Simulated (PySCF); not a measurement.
Predicted microwave data (PBE0-D3(BJ)/def2-SVP geometry optimisation, gas phase in PySCF) for one isomer of C11H14:

```
Rotational constants : A = 1822, B = 691.3, C = 570.4 MHz
Dipole components    : |μa| = 0.15 D, |μb| = 0.36 D, |μc| = 0.11 D
Inertial defect      : -122.46 u·Å²
κ                    : -0.81
```

Question: Which structure is it? (One computed conformer of each.)
A. `[CH2:1]=[C:2]([CH2:3][CH2:4][CH3:5])[c:6]1[cH:7][cH:8][cH:9][cH:10][cH:11]1` with C1–C2–C3–C4 117°, C2–C3–C4–C5 179°, C1–C2–C6–C7 -36° (2-phenyl-1-pentene)
B. `[CH3:1][CH2:2][CH2:3][C@@:4]12[CH:5]=[CH:6][C@@H:7]([CH:8]=[CH:9]1)[CH:10]=[CH:11]2` with C1–C2–C3–C4 180°, C2–C3–C4–C5 -61°
C. `[CH3:1][CH2:2][C@@H:3]1[CH2:4][CH2:5][c:6]2[cH:7][cH:8][cH:9][cH:10][c:11]21` with C1–C2–C3–C4 -62°, C2–C3–C4–C5 -154°, C3–C4–C5–C6 28°, C4–C5–C6–C7 163°, C2–C3–C11–C10 -38°
D. `[CH3:1][CH2:2][CH2:3]/[CH:4]=[CH:5]\[c:6]1[cH:7][cH:8][cH:9][cH:10][cH:11]1` with C1–C2–C3–C4 180°, C2–C3–C4–C5 -139°, C4–C5–C6–C7 145°

Answer: A. It is C=C(CCC)c1ccccc1, an asymmetric top, point group C1. The candidates at the same level (rigid rotor, commonest isotopes):

| SMILES | A (MHz) | B (MHz) | C (MHz) | μa (D) | μb (D) | μc (D) | Δ (u·Å²) | point group | rotor |
| --- | --- | --- | --- | --- | --- | --- | --- | --- | --- |
| CCCC12C=CC(C=C1)C=C2 | 2594 | 724.6 | 713.9 | 0.10 | 0.02 | 0.00 | -184.34 | Cs | near-prolate asymmetric top |
| CC[C@@H]1CCc2ccccc21 | 2197 | 804.8 | 608.3 | 0.54 | 0.25 | 0.09 | -27.12 | C1 | asymmetric top |
| CCC/C=C\c1ccccc1 | 2294 | 515.2 | 458.1 | 0.37 | 0.20 | 0.07 | -98.12 | C1 | near-prolate asymmetric top |
| C=C(CCC)c1ccccc1 | 1822 | 691.3 | 570.4 | 0.15 | 0.36 | 0.11 | -122.46 | C1 | asymmetric top |

`CCC/C=C\c1ccccc1` has A 26 % too high; `CCCC12C=CC(C=C1)C=C2` has A 42 % too high; `CC[C@@H]1CCc2ccccc21` has A 21 % too high. No structure here is proved a minimum.
